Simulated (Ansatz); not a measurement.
A structure relaxed at B3LYP-D4/def2-SVP in Ansatz, charge 0, singlet:

Cartesian coordinates in Å:
```
Sn 1.223 -0.540 -0.817
H 2.871 -0.415 -0.351
H 0.707 -2.174 -0.943
H 0.962 0.265 -2.328
N 0.145 0.269 0.737
C -1.304 0.361 0.658
H 0.557 1.132 1.088
H -1.701 1.104 -0.068
H -1.731 -0.618 0.378
H -1.731 0.615 1.646
```

(1) Give its formula, name or SMILES.

(2) Summarise the bond lengths by kind (pairs closer than 1.2 times the sum of covalent radii, bridged metal pairs left out).

Results:

(1) SnH3(NHMe) (CH₇NSn).

(2) 1 × N–Sn 2.06 Å; 1 × C–N 1.45 Å; 3 × H–Sn 1.72 to 1.73 Å; 3 × C–H 1.10 to 1.11 Å; 1 × H–N 1.02 Å.

In the def2 sets Sn takes a core potential; there is no spin–orbit coupling.
